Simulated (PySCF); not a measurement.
PySCF input (HF/def2-TZVPD):

```python
from pyscf import gto, scf, dft

mol = gto.M(
    atom='''
    Si    0.00464129   -0.01283827    0.02301479
    C     1.69457611    0.32126507   -0.73395547
    C    -0.97788287   -1.08804769   -1.15613694
    C    -0.84798403    1.62705421    0.33222432
    N     0.06741607   -0.84786217    1.54080530
    H     1.60704398    0.84839782   -1.68792334
    H     2.23555547   -0.61037211   -0.91791051
    H     2.30948705    0.93492088   -0.07081368
    H    -1.05126951   -0.62304759   -2.14206248
    H    -1.98977667   -1.25657494   -0.78302963
    H    -0.50352008   -2.06380088   -1.29077800
    H    -1.85896635    1.47757818    0.71577510
    H    -0.91557021    2.21329330   -0.58724058
    H    -0.29820086    2.22771229    1.06173847
    H     0.39273315   -0.37224727    2.36836327
    H     0.32333815   -1.82271828    1.57324583
    ''',
    basis='def2-tzvpd',
    charge=0,
    spin=0,
    verbose=4,
)

mf = scf.RHF(mol).density_fit(auxbasis='def2-universal-jkfit')
mf.conv_tol = 1e-9
mf.max_cycle = 100
mf.max_memory = 1500
mf.kernel()
if not mf.converged:
    mf = mf.newton()
    mf.kernel(mf.make_rdm1())
mf.analyze()
```

Output:

```
PySCF version 2.14.0

[INPUT] verbose = 4
[INPUT] num. atoms = 16
[INPUT] num. electrons = 50
[INPUT] charge = 0
[INPUT] spin (= nelec alpha-beta = 2S) = 0
[INPUT] symmetry False subgroup None
[INPUT] Mole.unit = angstrom
[INPUT] Symbol           X                Y                Z      unit          X                Y                Z       unit  Magmom
[INPUT]  1 Si     0.004641290000  -0.012838270000   0.023014790000 AA    0.008770766965  -0.024260814213   0.043491649914 Bohr   0.0
[INPUT]  2 C      1.694576110000   0.321265070000  -0.733955470000 AA    3.202284745131   0.607102995689  -1.386974825926 Bohr   0.0
[INPUT]  3 C     -0.977882870000  -1.088047690000  -1.156136940000 AA   -1.847930806204  -2.056112144566  -2.184782179093 Bohr   0.0
[INPUT]  4 C     -0.847984030000   1.627054210000   0.332224320000 AA   -1.602457574705   3.074686846721   0.627812976720 Bohr   0.0
[INPUT]  5 N      0.067416070000  -0.847862170000   1.540805300000 AA    0.127397908695  -1.602227292679   2.911700028278 Bohr   0.0
[INPUT]  6 H      1.607043980000   0.848397820000  -1.687923340000 AA    3.036872992331   1.603239524478  -3.189712831861 Bohr   0.0
[INPUT]  7 H      2.235555470000  -0.610372110000  -0.917910510000 AA    4.224587574573  -1.153436121973  -1.734599470760 Bohr   0.0
[INPUT]  8 H      2.309487050000   0.934920880000  -0.070813680000 AA    4.364298012730   1.766744411337  -0.133818461073 Bohr   0.0
[INPUT]  9 H     -1.051269510000  -0.623047590000  -2.142062480000 AA   -1.986611457006  -1.177389307670  -4.047911428907 Bohr   0.0
[INPUT] 10 H     -1.989776670000  -1.256574940000  -0.783029630000 AA   -3.760132955349  -2.374582491592  -1.479711548120 Bohr   0.0
[INPUT] 11 H     -0.503520080000  -2.063800880000  -1.290778000000 AA   -0.951515049419  -3.900018438836  -2.439216907614 Bohr   0.0
[INPUT] 12 H     -1.858966350000   1.477578180000   0.715775100000 AA   -3.512937276282   2.792218087833   1.352618905783 Bohr   0.0
[INPUT] 13 H     -0.915570210000   2.213293300000  -0.587240580000 AA   -1.730176944711   4.182518170335  -1.109723865431 Bohr   0.0
[INPUT] 14 H     -0.298200860000   2.227712290000   1.061738470000 AA   -0.563517955510   4.209766112428   2.006394924215 Bohr   0.0
[INPUT] 15 H      0.392733150000  -0.372247270000   2.368363270000 AA    0.742158093538  -0.703445390917   4.475557943779 Bohr   0.0
[INPUT] 16 H      0.323338150000  -1.822718280000   1.573245830000 AA    0.611020549124  -3.444438351438   2.973003745314 Bohr   0.0

nuclear repulsion = 249.66850372234
number of shells = 122
number of NR pGTOs = 398
number of NR cGTOs = 290
basis = def2-tzvpd
ecp = {}

******** <class 'pyscf.df.df_jk.DFRHF'> ********
method = DFRHF
initial guess = minao
damping factor = 0
level_shift factor = 0
DIIS = <class 'pyscf.scf.diis.CDIIS'>
diis_start_cycle = 1
diis_space = 8
diis_damp = 0
SCF conv_tol = 1e-09
SCF conv_tol_grad = None
SCF max_cycles = 100
direct_scf = False
Set gradient conv threshold to 3.16228e-05
Initial guess from minao.
******** <class 'pyscf.df.df.DF'> ********
auxbasis = def2-universal-jkfit
init E= -463.911398950431
  HOMO = -0.2780300207165  LUMO = 0.0335038098963309  gap/eV = 8.47727
cycle= 1 E= -463.483651607996  delta_E= 0.428  |g|= 0.393  |ddm|= 3.01
  HOMO = -0.357223753763577  LUMO = 0.0621200811895189  gap/eV = 11.41093
cycle= 2 E= -463.532384352056  delta_E= -0.0487  |g|= 0.127  |ddm|= 0.847
  HOMO = -0.391874968261661  LUMO = 0.0623043462305834  gap/eV = 12.35885
cycle= 3 E= -463.536956595024  delta_E= -0.00457  |g|= 0.0603  |ddm|= 0.215
  HOMO = -0.380522792405422  LUMO = 0.0634808834571573  gap/eV = 12.08196
cycle= 4 E= -463.537898495479  delta_E= -0.000942  |g|= 0.00756  |ddm|= 0.081
[...]
cycle= 9 E= -463.537926713917  delta_E= -5.09e-10  |g|= 7.43e-06  |ddm|= 0.000133
  HOMO = -0.381402806717063  LUMO = 0.0634836713354395  gap/eV = 12.10598
Extra cycle  E= -463.53792671396  delta_E= -4.37e-11  |g|= 3.43e-06  |ddm|= 2.66e-05
converged SCF energy = -463.53792671396
**** SCF Summaries ****
Total Energy =                        -463.537926713960474
Nuclear Repulsion Energy =             249.668503722339807
One-electron Energy =                -1132.856034821249068
Two-electron Energy =                  419.649604384948816
Two-electron Coulomb Energy =          466.264250565498060
DFT Exchange-Correlation Energy =      -46.614646180549244
HOMO-LUMO gap [eV] =                    12.105977689364888
**** MO energy ****
MO #1   energy= -68.7488597285186  occ= 2
MO #2   energy= -15.5201586763416  occ= 2
MO #3   energy= -11.1894554562636  occ= 2
MO #4   energy= -11.1894481648914  occ= 2
MO #5   energy= -11.1878909117452  occ= 2
MO #6   energy= -6.0966124284597   occ= 2
MO #7   energy= -4.20371782211911  occ= 2
MO #8   energy= -4.2034811148645   occ= 2
MO #9   energy= -4.20304673215332  occ= 2
MO #10  energy= -1.12165660600842  occ= 2
MO #11  energy= -0.955387170757255 occ= 2
MO #12  energy= -0.918740194495979 occ= 2
MO #13  energy= -0.916011853808974 occ= 2
MO #14  energy= -0.655768656317164 occ= 2
MO #15  energy= -0.643172463179735 occ= 2
MO #16  energy= -0.56917770662806  occ= 2
MO #17  energy= -0.557139488656568 occ= 2
MO #18  energy= -0.553585948471802 occ= 2
MO #19  energy= -0.53593403345958  occ= 2
MO #20  energy= -0.533869335164026 occ= 2
MO #21  energy= -0.524273945001725 occ= 2
MO #22  energy= -0.500448608974216 occ= 2
MO #23  energy= -0.443375403085942 occ= 2
MO #24  energy= -0.425794378519367 occ= 2
MO #25  energy= -0.381402806717063 occ= 2
MO #26  energy= 0.0634836713354395 occ= 0
MO #27  energy= 0.0885021136415053 occ= 0
MO #28  energy= 0.0916936287281198 occ= 0
MO #29  energy= 0.0946098989312156 occ= 0
MO #30  energy= 0.130536371558068  occ= 0
MO #31  energy= 0.130818143478159  occ= 0
MO #32  energy= 0.142556174114039  occ= 0
MO #33  energy= 0.143696651037655  occ= 0
MO #34  energy= 0.149091426268772  occ= 0
MO #35  energy= 0.155703237712781  occ= 0
MO #36  energy= 0.188953665419742  occ= 0
MO #37  energy= 0.193025410020914  occ= 0
MO #38  energy= 0.203467923158716  occ= 0
MO #39  energy= 0.204497438968009  occ= 0
MO #40  energy= 0.207077693253421  occ= 0
MO #41  energy= 0.213457965738606  occ= 0
MO #42  energy= 0.222577529286047  occ= 0
MO #43  energy= 0.225548346173863  occ= 0
MO #44  energy= 0.23327542703422   occ= 0
MO #45  energy= 0.237304806548024  occ= 0
MO #46  energy= 0.239889380807766  occ= 0
MO #47  energy= 0.254106031683712  occ= 0
MO #48  energy= 0.282728287729658  occ= 0
MO #49  energy= 0.292961091937842  occ= 0
MO #50  energy= 0.296313060578147  occ= 0
MO #51  energy= 0.307422417122596  occ= 0
MO #52  energy= 0.311382737892405  occ= 0
MO #53  energy= 0.318645028525747  occ= 0
MO #54  energy= 0.3252309029711    occ= 0
MO #55  energy= 0.33083131184801   occ= 0
MO #56  energy= 0.33946467223663   occ= 0
MO #57  energy= 0.346777830238351  occ= 0
MO #58  energy= 0.356853439499     occ= 0
MO #59  energy= 0.360794577271943  occ= 0
MO #60  energy= 0.365459161336907  occ= 0
MO #61  energy= 0.366114551835071  occ= 0
MO #62  energy= 0.377220591041961  occ= 0
MO #63  energy= 0.38661517334154   occ= 0
MO #64  energy= 0.388167814496071  occ= 0
MO #65  energy= 0.392127316547348  occ= 0
MO #66  energy= 0.395677208619829  occ= 0
MO #67  energy= 0.399895467409256  occ= 0
MO #68  energy= 0.403363453842842  occ= 0
MO #69  energy= 0.408362809174757  occ= 0
MO #70  energy= 0.413287326834791  occ= 0
MO #71  energy= 0.421116161297665  occ= 0
MO #72  energy= 0.421374452960868  occ= 0
MO #73  energy= 0.429347531560219  occ= 0
MO #74  energy= 0.434817467341829  occ= 0
MO #75  energy= 0.438632769965696  occ= 0
MO #76  energy= 0.445024638476803  occ= 0
MO #77  energy= 0.445427428849236  occ= 0
MO #78  energy= 0.457613793314529  occ= 0
MO #79  energy= 0.471150744810354  occ= 0
MO #80  energy= 0.488002629433282  occ= 0
MO #81  energy= 0.497264769759515  occ= 0
MO #82  energy= 0.501759497841893  occ= 0
MO #83  energy= 0.50311123799496   occ= 0
MO #84  energy= 0.515146799583485  occ= 0
MO #85  energy= 0.521346366109375  occ= 0
MO #86  energy= 0.528041113393086  occ= 0
MO #87  energy= 0.539851852242711  occ= 0
MO #88  energy= 0.541928065202574  occ= 0
MO #89  energy= 0.552957626020747  occ= 0
MO #90  energy= 0.562243379041835  occ= 0
MO #91  energy= 0.567643976589585  occ= 0
MO #92  energy= 0.568764265011603  occ= 0
MO #93  energy= 0.578117062239345  occ= 0
MO #94  energy= 0.585757228469452  occ= 0
MO #95  energy= 0.586870882772029  occ= 0
MO #96  energy= 0.598030305567872  occ= 0
MO #97  energy= 0.609305320353815  occ= 0
MO #98  energy= 0.610189593419635  occ= 0
MO #99  energy= 0.62208288751481   occ= 0
MO #100 energy= 0.640175566148851  occ= 0
MO #101 energy= 0.641858489246436  occ= 0
MO #102 energy= 0.659078495718909  occ= 0
MO #103 energy= 0.663316949606459  occ= 0
MO #104 energy= 0.669922658243796  occ= 0
MO #105 energy= 0.674947010033526  occ= 0
MO #106 energy= 0.703252596852207  occ= 0
MO #107 energy= 0.703878911827504  occ= 0
[...]
```
